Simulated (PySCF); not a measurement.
**input.py for Sr³⁺**

Input:

```python
from pyscf import gto, dft

mol = gto.M(
    atom='Sr 0 0 0',
    basis='def2-tzvpp',
    ecp={'Sr': 'def2-tzvpp'},
    charge=3,
    spin=1,
    verbose=4,
)
mf = dft.UKS(mol, xc='tpssh')
mf.kernel()
mf.dip_moment()
print('orbital energies (hartree):', [e[max(0, n-3):n+3].round(4) for e, n in zip(mf.mo_energy, mol.nelec)])
```

```bash
$ python input.py
```

The log (some set-up lines and the per-cycle HOMO/LUMO lines with their warnings removed):

```
PySCF version 2.14.0

[INPUT] verbose = 4
[INPUT] num. atoms = 1
[INPUT] num. electrons = 7
[INPUT] charge = 3
[INPUT] spin (= nelec alpha-beta = 2S) = 1
[INPUT] symmetry False subgroup None
[INPUT] Mole.unit = angstrom
[INPUT] Symbol           X                Y                Z      unit          X                Y                Z       unit  Magmom
[INPUT]  1 Sr     0.000000000000   0.000000000000   0.000000000000 AA    0.000000000000   0.000000000000   0.000000000000 Bohr   0.0

nuclear repulsion = 0
number of shells = 14
number of NR pGTOs = 60
number of NR cGTOs = 40
basis = def2-tzvpp
ecp = {'Sr': 'def2-tzvpp'}

******** <class 'pyscf.dft.uks.UKS'> ********
method = UKS
initial guess = minao
damping factor = 0
level_shift factor = 0
DIIS = <class 'pyscf.scf.diis.CDIIS'>
diis_start_cycle = 1
diis_space = 8
diis_damp = 0
SCF conv_tol = 1e-09
SCF conv_tol_grad = None
SCF max_cycles = 50
direct_scf = True
direct_scf_tol = 1e-13
number electrons alpha = 4  beta = 3
XC library pyscf.dft.libxc version 7.0.0
    S. Lehtola, C. Steigemann, M. J.T. Oliveira, and M. A.L. Marques.,  SoftwareX 7, 1–5 (2018)
XC functionals = tpssh
    V. N. Staroverov, G. E. Scuseria, J. Tao, and J. P. Perdew.,  J. Chem. Phys. 119, 12129 (2003)
radial grids:
    Treutler-Ahlrichs [JCP 102, 346 (1995); DOI:10.1063/1.469408] (M4) radial grids

becke partition: Becke, JCP 88, 2547 (1988); DOI:10.1063/1.454033
pruning grids: <function nwchem_prune>
grids dens level: 3
symmetrized grids: False
atomic radii adjust function: <function treutler_atomic_radii_adjust>
small_rho_cutoff = 0
Set gradient conv threshold to 3.16228e-05
tot grids = 21912
init E= -29.0653114389233

cycle= 1 E= -28.4770584054055  delta_E= 0.588  |g|= 0.149  |ddm|= 1.89
cycle= 2 E= -28.488176383289  delta_E= -0.0111  |g|= 0.0242  |ddm|= 0.206
cycle= 3 E= -28.4884377945145  delta_E= -0.000261  |g|= 0.00318  |ddm|= 0.0457
cycle= 4 E= -28.4884429020912  delta_E= -5.11e-06  |g|= 0.000211  |ddm|= 0.00388
cycle= 5 E= -28.4884429241201  delta_E= -2.2e-08  |g|= 2.62e-05  |ddm|= 0.000236
cycle= 6 E= -28.488442926393  delta_E= -2.27e-09  |g|= 2.14e-05  |ddm|= 0.000124
cycle= 7 E= -28.488442928766  delta_E= -2.37e-09  |g|= 2.14e-05  |ddm|= 0.000132
cycle= 8 E= -28.4884429288314  delta_E= -6.54e-11  |g|= 2.14e-05  |ddm|= 3.64e-06
Extra cycle  E= -28.4884429310173  delta_E= -2.19e-09  |g|= 2.14e-05  |ddm|= 0.000122
converged SCF energy = -28.4884429310173  <S^2> = 0.75279097  2S+1 = 2.002789

WARN: System has nonzero charge 3; the dipole moment is origin-dependent.
Location of origin: [0. 0. 0.]

Dipole moment(X, Y, Z, Debye): -0.00000, -0.00000, -0.00000
orbital energies (hartree): [array([-1.9638, -1.8821, -1.8821, -0.9051, -0.8937, -0.8937]), array([-2.5771, -1.8632, -1.8632, -1.7776, -0.8468, -0.8468])]
```

In short: E(SCF) = -28.488443 Eh, 8 cycles, ⟨S²⟩ = 0.753.

Wall time 1.7 s on one thread of a shared host.

No search for the lowest solution was made.
